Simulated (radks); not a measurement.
The numbers below are computed, except where a source is named.
Task: Ionisation of F3+, [He] 2s2 2p2, to F4+, [He] 2s2 2p1, under several functionals. Scalar-relativistic Kohn-Sham, spin-unpolarised, spherical densities, finite nucleus; a radial shooting solver on a logarithmic mesh with Libxc functionals. Known Delta-SCF values: LDA (Slater exchange, Perdew-Wang correlation) 85.877 eV; B86b exchange with PBE correlation 85.896 eV; BP86 85.872 eV. What does PBE give, and what is its highest occupied eigenvalue?

Result: 85.802 eV by Delta-SCF; the 2p eigenvalue is -72.761 eV. NIST: 87.18 eV (semi-empirical).

Beside tabulated values, note that spin-unpolarised runs miss the spin-polarisation part of the exchange energy of open shells.
